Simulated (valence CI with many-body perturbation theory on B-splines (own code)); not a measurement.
The numbers below are computed, except where a source is named.
**From CI to CI+MBPT in Nb27+**

Method: configuration interaction combined with many-body perturbation theory (CI+MBPT): four valence electrons over a frozen Dirac-Fock core [Ne], radial functions for each j: 11 s, 11 p, 9 d, 7 f, 5 g, 2 h, 1 i, with the one-electron correlation potential Σ1, the two-electron term Σ2, the three-electron term Σ3, Breit, model QED; selected CI, second order for the rest (own B-spline code, finite nucleus).

No measured spectrum was set against this ion. As an estimate, large intervals hold to a few tenths of a per cent, small ones and those within an open d or f shell to about a per cent.

Each rung adds one term. CI alone is the Dirac-Coulomb CI over the frozen core; QED comes last and gives the full result, which names the levels. Energies are above 3s²3p² ³P_0 on the same rung, in cm⁻¹.

Names give the largest LS component (configuration and term), which can be under half, so a name can repeat, a term be missing and a line seem to break the LS rules; names also repeat where a configuration has a term twice.

```csv
Level,CI alone
3s²3p² ³P_1,143781
3s²3p² ¹D_2,178429
3s²3p² ³P_2,348126
3s²3p² ¹S_0,429568
3s3p³ ⁵S°_2,659034
3s3p³ ³D°_1,778808
3s3p³ ³D°_2,818293
3s3p³ ³D°_3,867713
3s²3p3d ¹D°_2,932593
3s3p³ ³P°_0,942221
3s3p³ ³P°_1,960758
3s²3p3d ³F°_2,1017040
3s3p³ ³S°_1,1065720
3s²3p3d ³F°_3,1073560
3s3p³ ³P°_2,1081640
3s²3p3d ³D°_1,1135690
```

**Question.** What do these energies become with core correlation, Breit and QED?

**Answer.** 3s²3p² ³P_1 141853 (-1928); 3s²3p² ¹D_2 175682 (-2747); 3s²3p² ³P_2 343506 (-4621); 3s²3p² ¹S_0 424782 (-4786); 3s3p³ ⁵S°_2 655368 (-3665); 3s3p³ ³D°_1 774041 (-4767); 3s3p³ ³D°_2 813071 (-5222); 3s3p³ ³D°_3 861067 (-6645); 3s²3p3d ¹D°_2 925738 (-6855); 3s3p³ ³P°_0 935954 (-6268); 3s3p³ ³P°_1 953538 (-7221); 3s²3p3d ³F°_2 1008840 (-8196); 3s3p³ ³S°_1 1054210 (-11510); 3s²3p3d ³F°_3 1063670 (-9895); 3s3p³ ³P°_2 1072380 (-9264); 3s²3p3d ³D°_1 1124090 (-11597).

**Question.** How does the ionisation energy move along the ladder, and which term matters most?

**Answer.** CI alone 1438.1, + Σ1 1439.0, + Σ2 1438.9, + Σ3 1438.7, + Breit 1437.7, + QED 1437.7 eV. The largest step is Breit, -1.1 eV. NIST lists 1439 ± 3 eV (semi-empirical).
